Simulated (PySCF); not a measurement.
BrH7P2Si2.
SMILES with atom numbers: `[PH2:1][SiH2:2][PH:3][SiH2:4][Br:5]` (hydrogens: H6, H7 on P1; H8, H9 on Si2; H10 on P3; H11, H12 on Si4)

Method: PySCF, PBE0-D3(BJ)/def2-SVP geometry optimisation, gas phase; density fitting, grid level 1; the optimiser is geomeTRIC in internal coordinates, started from a GFN2-xTB structure with every atom displaced at random (about 0.01 Å).

Geometry at step 1:
```
atom  x, y, z in Å
P1      0.2546    1.4306    1.2421
Si2     1.1490   -0.5803    1.7942
P3      2.8712   -1.1788    0.4406
Si4     4.1037    0.6826    0.7572
Br5     4.7671    0.7271    2.8983
H6     -0.7767    1.3731    2.2417
H7      1.1504    2.1862    2.0747
H8      0.0807   -1.6126    1.5771
H9      1.6137   -0.7025    3.2087
H10     2.2464   -0.6830   -0.7743
H11     3.4284    1.9781    0.4532
H12     5.3214    0.5737   -0.1074
```

Q: Give the atomic forces at this geometry.

A: 
| atom | Fx (eV/Å) | Fy (eV/Å) | Fz (eV/Å) |
| --- | --- | --- | --- |
| P1 | 0.049 | 0.132 | 0.193 |
| Si2 | -0.209 | -0.225 | 0.037 |
| P3 | -0.202 | 0.222 | -0.194 |
| Si4 | 0.281 | -0.049 | -0.132 |
| Br5 | -0.099 | -0.011 | -0.198 |
| H6 | 0.139 | -0.033 | -0.085 |
| H7 | -0.102 | -0.106 | -0.105 |
| H8 | 0.050 | 0.104 | -0.020 |
| H9 | 0.038 | 0.050 | -0.035 |
| H10 | 0.191 | -0.104 | 0.359 |
| H11 | -0.071 | -0.023 | 0.065 |
| H12 | -0.064 | 0.041 | 0.116 |

The largest, 0.42 eV/Å, acts on H10; the rms over all components is 0.141 eV/Å. The forces sum to zero within rounding, as they must for an isolated molecule in no field.

Q: Give the force on H10 in Eh/bohr and in nN.

A: 0.419 eV/Å ÷ 51.422 = 0.00815 Eh/bohr, and 0.419 eV/Å × 1.602 = 0.67 nN.

Q: How far is this geometry from the end of the optimisation?

A: 0.037 eV above it, and 0.244 Å rms away after alignment. The bonds farthest from their final lengths, with half the difference of the two atoms' forces along the bond (positive lengthens):

```csv
bond,now (Å),final (Å),force along bond (eV/Å)
P3–H10,1.453,1.432,-0.37
P1–H7,1.438,1.429,-0.20
Si4–H12,1.497,1.489,-0.21
P1–H6,1.437,1.430,-0.13
Si2–H8,1.501,1.495,-0.20
Si4–Br5,2.242,2.235,-0.09
```

The angle farthest from its final value is P3–Si4–H12, 107.7° against 110.5°.

What follows is the cost of the whole optimisation. Time: 2.1 min wall; peak memory 0.60 GiB. Hardware: one thread, Arm Neoverse V1 (aarch64), no GPU, shared host with 32 logical CPUs at a one-minute load of 26.
